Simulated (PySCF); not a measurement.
## Spin-rotation constants: `InChI=1S/C5H7N3O/c1-4-3-5(9-2)7-8-6-4/h3H,1-2H3`

Cartesian coordinates in Å; atom numbers follow the order of the lines, from 1:
```xyz
16

C     3.107   -0.329    0.155
O     1.900    0.026    0.810
C     0.785   -0.071    0.091
C    -0.443    0.264    0.675
C    -1.547    0.131   -0.150
C    -2.934    0.440    0.297
N    -1.394   -0.294   -1.413
N    -0.237   -0.581   -1.876
N     0.845   -0.485   -1.175
H     3.895   -0.187    0.891
H     3.073   -1.369   -0.175
H     3.274    0.309   -0.715
H    -0.502    0.600    1.698
H    -3.003    1.482    0.606
H    -3.201   -0.184    1.148
H    -3.626    0.257   -0.519
```

Level of theory: GIAO BHandHLYP/pcSseg-1 magnetisability, rotational g tensor and spin-rotation constants, non-relativistic, gas phase in PySCF. Geometry: GFN2-xTB.

(1) Give the nuclear spin-rotation constants along the inertial axes (H = +C I·J) beside the isotropic shieldings.

Results:

(1) Rotational constants 4.1646, 1.1697, 0.9238 GHz. A star marks the isotopologue with that one atom substituted, in its own axes.
```
atom  isotope  Caa (kHz)  Cbb (kHz)  Ccc (kHz)  mean (kHz)  σ (ppm)
  N7      14N      1.330      0.334      0.034       0.566   -160.7
  N8      14N      2.104      0.301      0.048       0.818   -292.5
  N9      14N      1.263      0.301      0.031       0.532   -124.6
 H10       1H     -0.003     -0.058     -0.095      -0.052     27.7
 H11       1H     -0.352     -0.071      0.000      -0.141     27.3
 H12       1H     -0.352     -0.071      0.000      -0.141     27.3
 H13       1H     -0.498      0.129     -0.100      -0.156     25.1
 H14       1H     -0.419     -0.075     -0.015      -0.170     29.1
 H15       1H     -0.419     -0.074     -0.015      -0.170     29.1
 H16       1H     -0.039     -0.061     -0.102      -0.067     28.7
  C1     13C*      0.751      0.234      0.195       0.394    130.2
  O2     17O*     -0.649     -0.207     -0.075      -0.310    227.2
  C3     13C*      2.085      0.527      0.171       0.928     11.8
  C4     13C*      1.261      0.507      0.108       0.626     74.7
  C5     13C*      1.963      0.586      0.125       0.891     18.6
  C6     13C*      0.520      0.177      0.156       0.284    163.3
```
For the geometry as given, no vibrational averaging.
